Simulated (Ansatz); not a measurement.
The cluster Li₃S⁺. Total charge 1; singlet. Geometry B3LYP-D4/def2-TZVP; atoms count from 1.

| atom | x (Å) | y (Å) | z (Å) |
| --- | --- | --- | --- |
| Li1 | -1.227 | 1.472 | -1.001 |
| Li2 | -0.498 | -0.640 | 2.004 |
| Li3 | 1.725 | -0.833 | -1.003 |
| S4 | 0.000 | 0.001 | 0.000 |

The structure comes from a short search, and lower isomers may exist.

Question: Estimate the Mulliken populations from the PBE0/def2-TZVP orbitals of Ansatz.

Answer: 
```
atom  charge (e)
 Li1        0.80
 Li2        0.80
 Li3        0.80
  S4       -1.41
```
Mulliken values depend strongly on the basis.

Question: And the Mayer bond orders between heavy atoms (over 0.3)?

Answer: Li1–S4 0.37 (2.16 Å); Li2–S4 0.37 (2.16 Å); Li3–S4 0.37 (2.16 Å).
